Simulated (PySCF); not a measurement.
Compound: C₄H₅FSe.
Numbering: `[F:1][C:2]1=[CH:3][CH2:4][Se:5][CH2:6]1` (hydrogens: H7 on C3; H8, H9 on C4; H10, H11 on C6)

Computed with PBE0-D3(BJ)/def2-SVP geometry optimisation, gas phase (PySCF).

(1) Give the optimised bond lengths and angles.

Answers

(1) 
```json
{"bond": "F1–C2", "length (bohr)": "2.515", "order": "single"}
{"bond": "C2=C3", "length (bohr)": "2.518", "order": "double"}
{"bond": "C3–C4", "length (bohr)": "2.816", "order": "single"}
{"bond": "C4–Se5", "length (bohr)": "3.729", "order": "single"}
{"bond": "Se5–C6", "length (bohr)": "3.696", "order": "single"}
{"bond": "C2–C6", "length (bohr)": "2.818", "order": "single"}
{"bond": "C3–H7", "length (bohr)": "2.065", "order": "single"}
{"bond": "C4–H8, C4–H9", "length (bohr)": "2.082", "order": "single"}
{"bond": "C6–H10, C6–H11", "length (bohr)": "2.082", "order": "single"}
```

Bonds in one row agree within 0.02 bohr and their mean is given. Orders are formal, as drawn. A selection of angles:
```json
{"angle": "F1–C2–C3", "degrees": "123.3"}
{"angle": "F1–C2–C6", "degrees": "115.5"}
{"angle": "C3–C2–C6", "degrees": "121.2"}
{"angle": "C2–C3–C4", "degrees": "117.5"}
{"angle": "C2–C3–H7", "degrees": "121.2"}
{"angle": "C4–C3–H7", "degrees": "121.3"}
{"angle": "C3–C4–Se5", "degrees": "106.0"}
{"angle": "C3–C4–H8", "degrees": "112.3"}
{"angle": "Se5–C4–H8", "degrees": "109.1"}
{"angle": "H8–C4–H9", "degrees": "107.9"}
{"angle": "C4–Se5–C6", "degrees": "90.6"}
{"angle": "Se5–C6–H10", "degrees": "110.9"}
{"angle": "C2–C6–Se5", "degrees": "104.7"}
{"angle": "C2–C6–H10", "degrees": "111.1"}
{"angle": "H10–C6–H11", "degrees": "108.2"}
```

Torsions: F1–C2–C3–C4 180° (antiperiplanar); C2–C3–C4–Se5 0° (synperiplanar); C3–C4–Se5–C6 0° (synperiplanar); C4–Se5–C6–C2 0° (synperiplanar); F1–C2–C6–Se5 180° (antiperiplanar).

The 5-membered ring C2–C3–C4–Se5–C6 has internal angles of 90.6° to 121.2° (sum 540°, against 540° for a flat polygon); it is planar, 0.00 Å rms from its mean plane, widest ring torsion 0°. The 6 heavy atoms lie in one plane (0.000 Å rms). The 3 C–C bonds span 1.332 Å (C2=C3, drawn double) to 1.491 Å (C2–C6, drawn single), a spread of 0.159 Å.

Point group: Cs (tolerance 0.08 Å). No frequency check.
